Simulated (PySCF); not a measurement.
# Vibration and rotation of CsRb

PBE0 constants of CsRb, ¹Σ⁺ (singlet), closed shell (PySCF, spin-free X2C with a Gaussian nucleus, basis sets Cs x2c-TZVPall, Rb x2c-TZVPall; masses 132.9054 and 84.9118 u):

| Quantity | Value |
| --- | --- |
| ωe | 49.7 cm⁻¹ |
| ωexe | 0.078 cm⁻¹ |
| Be | 0.015936 cm⁻¹ |
| αe | 2.83e-05 cm⁻¹ |
| D (centrifugal) | 6.54e-09 cm⁻¹ |
| De to Cs + Rb | 0.450 eV |

**Question.** Estimate the standard entropy (1 bar) and heat capacity of the ideal gas at 1500 K, rigid rotor with B0 and harmonic oscillator at the fundamental.

**Answer.** Translation (Sackur–Tetrode, M = 217.82 u): 209.6 J/(mol K). Rotation: q = kT/(σB0) = 65500 with σ = 1, 100.5. Vibration: x = hcν0/kT = 0.0475, 33.65. S° = 343.7 J/(mol K); Cp = 7R/2 + 8.31 = 37.4 J/(mol K).

Closed-shell solutions of metal pairs were not tested for spin polarisation, which can lower them a little. Spin–orbit coupling is left out.
